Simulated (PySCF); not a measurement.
Isomers of C4H12Sn, from PBE0-D3(BJ)/def2-SVP geometry optimisation, gas phase, def2 core potentials past Kr (PySCF). One conformer each, no zero-point energy, no frequencies.

Question: Which is lower in electronic energy at this level?
A. SnMe4, `[CH3][Sn]([CH3])([CH3])[CH3]`: A = 2415, B = 2414, C = 2410 MHz, dipole 0.01 D
B. SnH3(nBu) (`[H][Sn]([H])([H])[CH2]CCC`): A = 10324, B = 780.3, C = 760.1 MHz, dipole 0.95 D

Answer: A. That is SnMe4, `[CH3][Sn]([CH3])([CH3])[CH3]`, 12.6 kcal/mol below the other.

| SMILES | mapped SMILES | E (Eh) | relative (kcal/mol) | relative (kJ/mol) | dipole (D) |
| --- | --- | --- | --- | --- | --- |
| [CH3][Sn]([CH3])([CH3])[CH3] | – | -373.63617 | 0.0 | 0.0 | 0.01 |
| [H][Sn]([H])([H])[CH2]CCC | – | -373.61606 | 12.6 | 52.8 | 0.95 |
